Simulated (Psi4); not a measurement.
OZr (SMILES [O]=[Zr]), singlet, at a GFN2-xTB geometry (such geometries of metal compounds can be far from the true shape) (core potentials on Zr), atoms displaced at random by about 0.03 Å a coordinate; HF/def2-SVP, gradient (Psi4).

Psi4 was given this input:
```
memory 2 GB

molecule mol {
0 1
  Zr    0.025888   -0.017180   -0.291344
  O     0.003919    0.043710    1.486502
symmetry c1
no_reorient
no_com
}

set basis def2-svp
set reference rhf

gradient('scf')
print_variables()
```

Question: Predict the main parts of the log of this Psi4 run.

Answer: 
```
gradient() will perform analytic gradient computation.

   => Loading Basis Set <=

    Name: DEF2-SVP
    Role: ORBITAL
    Keyword: BASIS

    !!!  WARNING: ECP capability is in beta. Please check occupations closely.  !!!

         ---------------------------------------------------------
                                   SCF
               by Justin Turney, Rob Parrish, Andy Simmonett
                          and Daniel G. A. Smith
                              RHF Reference
         ---------------------------------------------------------

  ==> Geometry <==

    Molecular point group: c1
    Full point group: C1

    Geometry (in Angstrom), charge = 0, multiplicity = 1:

       Center              X                  Y                   Z               Mass
    ------------   -----------------  -----------------  -----------------  -----------------
         ZR           0.025888000000    -0.017180000000    -0.291344000000    89.904697700000
         O            0.003919000000     0.043710000000     1.486502000000    15.994914619570

  Running in c1 symmetry.

  Rotational constants: A =    290.69452  B =      0.39172  C =      0.39120 [cm^-1]
  Rotational constants: A = 8714802.53982  B =  11743.54889  C =  11727.74528 [MHz]
  Nuclear repulsion =   28.555550868712238

  Charge       = 0
  Multiplicity = 1
  Electrons    = 20
  Nalpha       = 10
  Nbeta        = 10

  ==> Algorithm <==

  SCF Algorithm Type is DF.
  DIIS enabled.
  MOM disabled.
  Fractional occupation disabled.
  Guess Type is SAD.
  Energy threshold   = 1.00e-08
  Density threshold  = 1.00e-08
  Integral threshold = 1.00e-12

  ==> Primary Basis <==

  Basis Set: DEF2-SVP
    Blend: DEF2-SVP
    Number of shells: 17
    Number of basis functions: 45
    Number of Cartesian functions: 51
    Spherical Harmonics?: true
    Max angular momentum: 3

  Core potential: DEF2-SVP
    Number of shells: 4
    Number of ECP primitives: 14
    Number of ECP core electrons: 28
    Max angular momentum: 3

   => Loading Basis Set <=

    Name: (DEF2-SVP AUX)
    Role: JKFIT
    Keyword: DF_BASIS_SCF

  ==> Integral Setup <==

  SCF_SUBTYPE=INCORE selected. In-core MEM_DF algorithm will be used.
  Using in-core AOs.

  ==> MemDFJK: Density-Fitted J/K Matrices <==

    J tasked:                   Yes
    K tasked:                   Yes
    wK tasked:                   No
    Algorithm:                 Core
    Schwarz Cutoff:           1E-12
    Mask sparsity (%):       0.0000
[...]
  @DF-RHF Final Energy:  -121.20841942615350
    Total Energy =                       -121.2084194261534975
[...]
 Magnitude           :                                                    3.3916898

 ------------------------------------------------------------------------------------

         ------------------------------------------------------------
                                   SCF GRAD
                          Rob Parrish, Justin Turney,
                       Andy Simmonett, and Alex Sokolov
         ------------------------------------------------------------

  ==> Geometry <==

    Molecular point group: c1
    Full point group: C1

    Geometry (in Angstrom), charge = 0, multiplicity = 1:

       Center              X                  Y                   Z               Mass
    ------------   -----------------  -----------------  -----------------  -----------------
         ZR           0.025888000000    -0.017180000000    -0.291344000000    89.904697700000
         O            0.003919000000     0.043710000000     1.486502000000    15.994914619570

  Nuclear repulsion =   28.555550868712238

  ==> Basis Set <==

  Basis Set: DEF2-SVP
    Blend: DEF2-SVP
    Number of shells: 17
    Number of basis functions: 45
    Number of Cartesian functions: 51
    Spherical Harmonics?: true
    Max angular momentum: 3

  Core potential: DEF2-SVP
    Number of shells: 4
    Number of ECP primitives: 14
    Number of ECP core electrons: 28
    Max angular momentum: 3

  ==> DFJKGrad: Density-Fitted SCF Gradients <==

    Gradient:                    1
    J tasked:                  Yes
    K tasked:                  Yes
    wK tasked:                  No
    Integrals threads:           1
    Schwarz Cutoff:          1E-12
    Fitting Condition:       1E-10

   => Auxiliary Basis Set <=

  Basis Set: (DEF2-SVP AUX)
    Blend: DEF2-UNIVERSAL-JKFIT
    Number of shells: 74
    Number of basis functions: 332
    Number of Cartesian functions: 477
    Spherical Harmonics?: true
    Max angular momentum: 6

  -Total Gradient:
     Atom            X                  Y                   Z
    ------   -----------------  -----------------  -----------------
       1        0.000423016033    -0.001172495739    -0.034234094538
       2       -0.000423016033     0.001172495739     0.034234094537

  Variable Map:
  ----------------------------------------------------------------------------
[...]
  Array Variable Map:
  ----------------------------------------------------------------------------
[...]
[...]
```
